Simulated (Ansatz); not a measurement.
`[Cl][Ge][Br]` + H₂ → `[GeH][Br]` + HCl at 500 K and 1 bar (hydrogenolysis of a Ge–Cl bond).

Computed with Ansatz on PBE0-D4/def2-TZVP structures; ΔE is electronic, products minus reactants. CCSD(T)/CBS adds triple-zeta CCSD(T) − MP2 to the extrapolated MP2 energy (def2 sets, frozen cores). This one scheme is used for every species. For Br, Ge outer-core shells are correlated without core-valence functions, which leaves a few kJ/mol of doubt a bond. Scalar relativity is left out up to krypton.

```json
{"species": "`[Cl][Ge][Br]`", "CCSD(T)/CBS energy (Eh)": "-5109.28758", "H − E (kJ/mol)": "29.8", "S (J/(mol·K))": "341.7"}
{"species": "H₂", "CCSD(T)/CBS energy (Eh)": "-1.17544", "H − E (kJ/mol)": "41.0", "S (J/(mol·K))": "145.5"}
{"species": "`[GeH][Br]`", "CCSD(T)/CBS energy (Eh)": "-4650.03665", "H − E (kJ/mol)": "38.0", "S (J/(mol·K))": "299.7"}
{"species": "HCl", "CCSD(T)/CBS energy (Eh)": "-460.38127", "H − E (kJ/mol)": "32.5", "S (J/(mol·K))": "201.9"}
```

H − E and S are ideal-gas, rigid-rotor, harmonic terms from PBE0-D4/def2-TZVP. The MP2-based limit puts H₂ 0.8 mEh under its directly extrapolated value; such offsets cancel only in part. 1 Eh = 2625.50 kJ/mol, R = 8.31446 J/(mol·K).

**Question.** By hand: ΔE, ΔH, ΔS and ΔG.

**Answer.** ΔE = (-4650.03665) + (-460.38127) − (-5109.28758) − (-1.17544) = 0.04510 Eh = 118.4 kJ/mol. Δ(H − E) = 38.0 + 32.5 − 29.8 − 41.0 = -0.3, so ΔH = 118.1 kJ/mol. ΔS = 299.7 + 201.9 − 341.7 − 145.5 = 14.4 J/(mol·K). ΔG = 118.1 − 500 × (14.4)/1000 = 110.9 kJ/mol.

**Question.** By hand: the equilibrium constant, and the temperature at which ΔG would vanish if ΔH and ΔS stayed fixed.

**Answer.** log₁₀ K = −ΔG/(RT ln 10) = -11.6. ΔG = 0 at ΔH/ΔS = 8201 K, far beyond where these terms or the molecules hold.

The number of gas molecules stays the same, so ΔS is small and ΔH decides. A doubt of 5 kJ/mol in ΔE shifts log₁₀ K by 0.5 here. These are equilibria of isolated gas molecules and say nothing of rates. Largest T1 diagnostic: 0.011 (customary marks: 0.02 for closed shells, 0.045 for open ones).
